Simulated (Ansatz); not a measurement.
All values below come from r2SCAN-D4/def2-SVP in Ansatz (a quantum-chemistry and plane-wave program). No frequencies were computed at this level.

Ansatz 0.2 input:
```yaml
crystal:
  periodic: [false, false, false]
  atoms:
    - { symbol: W, position_ang: [0.000045, 0.000034, 0.000069] }
    - { symbol: F, position_ang: [1.110019, 0.951795, 1.112558] }
    - { symbol: F, position_ang: [-0.681129, -0.900139, 1.449628] }
    - { symbol: F, position_ang: [-1.296067, 1.288128, 0.190977] }
    - { symbol: F, position_ang: [0.681034, 0.900072, -1.449664] }
    - { symbol: F, position_ang: [1.296023, -1.28816, -0.191061] }
    - { symbol: F, position_ang: [-1.109905, -0.951703, -1.112477] }
basis:
  gaussian: { orbitals: def2-svp }
hamiltonian:
  xc: r2scan
  dispersion: d4
relax:
  max_steps: 150
```

Output:

```
Functional definition: r2SCAN
1195 factors; their error is unknown
mean field evaluation 1: about -18103.9666 eV, gradient 8.6e1 eV
mean field evaluation 2: about -17983.2577 eV, gradient 2.8e2 eV
mean field evaluation 4: about -18116.5839 eV, gradient 6.0e0 eV
mean field evaluation 8: about -18116.6752 eV, gradient 9.1e-2 eV
mean field evaluation 16: about -18116.5977 eV, gradient 8.8e-6 eV
mean field -18116.59765574 eV, -665.7726839777 hartree, gradient 8.8e-6 eV, S^2 0.000000; 0 other end points of the search recorded, 0 dependent functions left out
reference -18116.59768271 eV, -665.7726849685 hartree; 34, 34 occupied and 82, 82 virtual orbitals, 1195 factors
relax step   1: F+E_penalty+E_count = -18116.63386600 eV  Δ(F+E_penalty+E_count) = +0.000e0 eV  max|allowed force component| = 3.659e-1 eV/Å  Δτ_max = 0.0000 Å  (27 SCF iters, accepted)
these checks for a lower state are left out or cut short: starts, cluster_reference, orbital_swaps, neighbouring_geometries, increment
1195 factors; their error is unknown
mean field -18116.61307217 eV, -665.7732505209 hartree, gradient 1.6e-5 eV, S^2 0.000000; 0 other end points of the search recorded, 0 dependent functions left out
reference -18116.61309918 eV, -665.7732515136 hartree; 34, 34 occupied and 82, 82 virtual orbitals, 1195 factors
relax step   2: F+E_penalty+E_count = -18116.64919229 eV  Δ(F+E_penalty+E_count) = -1.533e-2 eV  max|allowed force component| = 1.252e-2 eV/Å  Δτ_max = 0.0116 Å  (27 SCF iters, accepted)
these checks for a lower state are left out or cut short: starts, cluster_reference, orbital_swaps, neighbouring_geometries, increment
1195 factors; their error is unknown
mean field -18116.61308771 eV, -665.7732510920 hartree, gradient 1.1e-5 eV, S^2 0.000000; 0 other end points of the search recorded, 0 dependent functions left out
reference -18116.61311472 eV, -665.7732520847 hartree; 34, 34 occupied and 82, 82 virtual orbitals, 1195 factors
relax step   3: F+E_penalty+E_count = -18116.64921088 eV  Δ(F+E_penalty+E_count) = -1.859e-5 eV  max|allowed force component| = 2.023e-4 eV/Å  Δτ_max = 0.0004 Å  (30 SCF iters, accepted)
1195 factors; their error is unknown
mean field evaluation 32: about -18116.6725 eV, gradient 1.4e-1 eV
mean field -18116.61308771 eV, -665.7732510920 hartree, gradient 1.1e-5 eV, S^2 0.000000; 1 other end points of the search recorded, 0 dependent functions left out
reference -18116.61311472 eV, -665.7732520847 hartree; 34, 34 occupied and 82, 82 virtual orbitals, 1195 factors
Total energy: -18116.64923789 eV, -665.7745795866 hartree
Atom 0 at     0.000009     0.000008     0.000013 Å, force    -0.000132    -0.000093    -0.000202 eV/Å
Atom 1 at     1.116708     0.957556     1.119258 Å, force    -0.000080    -0.000056    -0.000073 eV/Å
Atom 2 at    -0.685210    -0.905611     1.458422 Å, force     0.000094     0.000071    -0.000077 eV/Å
Atom 3 at    -1.303885     1.295991     0.192154 Å, force     0.000133    -0.000063     0.000020 eV/Å
Atom 4 at     0.685196     0.905610    -1.458422 Å, force    -0.000016    -0.000021     0.000154 eV/Å
Atom 5 at     1.303887    -1.295986    -0.192157 Å, force    -0.000079     0.000100     0.000069 eV/Å
Atom 6 at    -1.116685    -0.957541    -1.119239 Å, force     0.000082     0.000061     0.000108 eV/Å
Dipole moment:     0.000016     0.000011     0.000024 e Å
```

Cost: very roughly 24 core-seconds.
